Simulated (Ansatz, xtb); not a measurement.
Two isomers of CH7NSSi3

We compare a, `N#C[Si@@H]([SiH3])[SiH2]S`, a singlet, with b, `N#C[Si@@H](S)[SiH2][SiH3]`, a singlet. Both are isolated molecules in the gas phase, relaxed with B3LYP-D3(BJ)/def2-SVP; each stands in its lowest conformer found.

Which of the two would you expect CCSD(T)/def2-SVP + ΔMP2/def2-TZVPP electronic energies to favour?

Too close to call at this level: CCSD(T)/def2-SVP + ΔMP2/def2-TZVPP gives E(b) − E(a) = −0.025 eV.

The same difference at several levels:

| level | geometry | E(b) − E(a) (eV) | departure from the last row (eV) | job, with rough time for the two |
| --- | --- | --- | --- | --- |
| B3LYP-D3(BJ)/def2-SVP | B3LYP-D3(BJ)/def2-SVP | −0.025 | 0.000 | optimisation, 5.1 min |
| HF/def2-SVP | B3LYP-D3(BJ)/def2-SVP | −0.013 | +0.012 | part of the CCSD(T) run |
| MP2/def2-SVP | B3LYP-D3(BJ)/def2-SVP | −0.048 | −0.023 | part of the CCSD(T) run |
| CCSD(T)/def2-SVP | B3LYP-D3(BJ)/def2-SVP | −0.040 | −0.014 | single point |
| CCSD(T)/def2-SVP + ΔMP2/def2-TZVPP | B3LYP-D3(BJ)/def2-SVP | −0.025 |  | single point, 2.6 min |

As drawn, both hold the same kinds of bond in the same numbers.

The largest departure from CCSD(T)/def2-SVP + ΔMP2/def2-TZVPP is that of MP2/def2-SVP, 0.023 eV. Levels run at GFN2-xTB geometries aren't shown. The last row adds to CCSD(T) the change of the MP2 difference between the two basis sets, here +0.014 eV.

With thermal terms from frequencies at re-optimised GFN2-xTB minima (ideal gas, soft modes damped towards free rotors, one conformer each, 298.15 K, 1 atm): on the last row, ΔE + ΔZPE = −0.027, ΔH = −0.029, ΔG = −0.018 eV.

The correlated steps freeze 22 core orbitals. Programs: Ansatz 0.2.0, xtb 6.7.1; the last row on 2 threads of AMD EPYC (Zen 3) on a shared host.
